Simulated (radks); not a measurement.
Spherical jellium clusters: N electrons in a uniform positive sphere of charge N and radius rs N^(1/3), rs = 4.01 bohr. Level of theory: non-relativistic Kohn-Sham, LDA (Slater exchange, Perdew-Wang correlation), spin-polarised, spherical densities (a radial shooting solver with Libxc functionals). Levels are named by radial order and angular momentum (1s, 1p, 1d, 2s, ...), and open shells are averaged over m. Each electron was tried in the lowest free levels, single moves between levels near the top were tried too, and the lowest total energy was kept; such a search can miss a lower state. Energies include the self-energy of the background; IP and EA are vertical (highest electron removed, lowest free level filled), at fixed background; spill-out counts the electrons outside the background radius R, and alpha is the static dipole polarisability from linear response (closed shells only). A dash means not computed or, for alpha, an open shell; in EA it means that no bound solution was reached, which is typical of self-interaction and does not show that the anion is unstable. Real open-shell clusters deform, which this model forbids.

\begin{tabular}{lrrrrrrrr}
N & open shells & 2S & E(N+1) + E(N-1) - 2E(N) (eV) & IP (eV) & EA (eV) & -e(HOMO) (eV) & spill-out (e) & alpha/R^3 \\ \hline
1 & 1s(up 1, down 0) & 1 & - & - & - & 3.003 & 0.38 & - \\
2 & none & 0 & 1.095 & 5.265 & - & 3.189 & 0.55 & 1.631 \\
3 & 1p(up 1, down 0) & 1 & -0.638 & 3.794 & - & 2.132 & 0.85 & - \\
4 & 1p(up 2, down 0) & 2 & -0.450 & 4.334 & - & 2.649 & 1.02 & - \\
5 & 1p(up 3, down 0) & 3 & 0.298 & 4.635 & - & 2.982 & 1.14 & - \\
6 & 1p(up 3, down 1) & 2 & -0.365 & 4.206 & - & 2.716 & 1.29 & - \\
7 & 1p(up 3, down 2) & 1 & -0.265 & 4.492 & 1.610 & 3.008 & 1.40 & - \\
8 & none & 0 & 1.191 & 4.678 & - & 3.218 & 1.49 & 1.432 \\
9 & 1d(up 1, down 0) & 1 & -0.264 & 3.415 & - & 2.099 & 1.67 & - \\
10 & 1d(up 2, down 0) & 2 & -0.226 & 3.661 & - & 2.355 & 1.81 & - \\
11 & 1d(up 3, down 0) & 3 & -0.193 & 3.853 & 1.329 & 2.562 & 1.93 & - \\
12 & 1d(up 4, down 0) & 4 & -0.166 & 4.007 & 1.511 & 2.733 & 2.03 & - \\
13 & 1d(up 5, down 0) & 5 & 0.334 & 4.133 & 1.210 & 2.876 & 2.12 & - \\
14 & 1d(up 5, down 1) & 4 & -0.177 & 3.760 & 1.411 & 2.564 & 2.23 & - \\
15 & 1d(up 5, down 2) & 3 & -0.152 & 3.913 & 1.580 & 2.727 & 2.32 & - \\
16 & 1d(up 5, down 3) & 2 & -0.132 & 4.038 & 1.726 & 2.863 & 2.41 & - \\
17 & 1d(up 5, down 4) & 1 & -0.115 & 4.142 & 1.853 & 2.980 & 2.49 & - \\
18 & none & 0 & 0.215 & 4.231 & 1.684 & 3.082 & 2.57 & 1.329 \\
19 & 2s(up 1, down 0) & 1 & 0.202 & 3.991 & 1.546 & 2.867 & 2.73 & - \\
20 & none & 0 & 0.412 & 3.789 & 1.150 & 2.705 & 2.93 & 1.362 \\
21 & 1f(up 1, down 0) & 1 & -0.123 & 3.394 & 1.285 & 2.325 & 3.03 & - \\
22 & 1f(up 2, down 0) & 2 & -0.113 & 3.500 & 1.406 & 2.439 & 3.11 & - \\
23 & 1f(up 3, down 0) & 3 & -0.103 & 3.594 & 1.516 & 2.542 & 3.19 & - \\
24 & 1f(up 4, down 0) & 4 & -0.095 & 3.678 & 1.616 & 2.635 & 3.26 & - \\
25 & 1f(up 5, down 0) & 5 & -0.087 & 3.754 & 1.707 & 2.719 & 3.33 & - \\
26 & 1f(up 6, down 0) & 6 & -0.081 & 3.822 & 1.791 & 2.796 & 3.39 & - \\
27 & 1f(up 7, down 0) & 7 & 0.293 & 3.884 & 1.508 & 2.866 & 3.45 & - \\
28 & 1f(up 7, down 1) & 6 & -0.091 & 3.572 & 1.608 & 2.580 & 3.53 & - \\
29 & 1f(up 7, down 2) & 5 & -0.084 & 3.651 & 1.700 & 2.666 & 3.60 & - \\
30 & 1f(up 7, down 3) & 4 & -0.077 & 3.722 & 1.784 & 2.744 & 3.67 & - \\
31 & 1f(up 7, down 4) & 3 & -0.072 & 3.787 & 1.861 & 2.815 & 3.73 & - \\
32 & 1f(up 7, down 5) & 2 & -0.066 & 3.846 & 1.933 & 2.881 & 3.79 & - \\
33 & 1f(up 7, down 6) & 1 & -0.062 & 3.900 & 1.999 & 2.941 & 3.86 & - \\
34 & none & 0 & 0.362 & 3.950 & 1.668 & 2.998 & 3.92 & 1.262 \\
35 & 2p(up 1, down 0) & 1 & -0.041 & 3.576 & 1.738 & 2.648 & 4.07 & - \\
36 & 2p(up 2, down 0) & 2 & - & 3.625 & 1.797 & 2.702 & 4.22 & - \\
\end{tabular}

All shells are closed at N = 2, 8, 18, 20, 34 (there: 1s2 1p6 1d10 2s2 1f14); the second difference of the energy has clear peaks (12 % above both neighbours; the first and last values, which can be the largest, are not judged, and half-filled shells can peak too) at N = 5, 8, 13, 20, 27, 34.
